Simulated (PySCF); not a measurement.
AlCl₂H₃O₂Si, SMILES [OH][Al]([OH])[SiH](Cl)Cl.

Geometry: B3LYP-D3(BJ)/def2-SVP. The structure was generated by enumeration; whether it is a known compound was not checked. The values are those of a single conformer.

Computed with IEF-PCM-ωB97X/def2-SVP in PySCF.

The values are the electrostatic part of the solvation free energy, E(continuum) − E(gas) at the gas-phase geometry, in a cavity of scaled van der Waals radii (PySCF's table); cavitation and dispersion terms are not included. A continuum can't describe solvent molecules that bind to the metal. In vacuum the orbital gap is 10.93 eV. The dipole moment in vacuum is 2.01 D.

Computed values in water (ε = 78.36), acetonitrile (ε = 35.69), chlorobenzene (ε = 5.70):
```
solvent            ε  ΔG(elec) (kcal/mol)  dipole (D)  gap (eV)
-------------  -----  -------------------  ----------  --------
water          78.36                 -9.9        2.53     11.19
acetonitrile   35.69                 -9.6        2.52     11.19
chlorobenzene   5.70                 -7.5        2.39     11.13
```
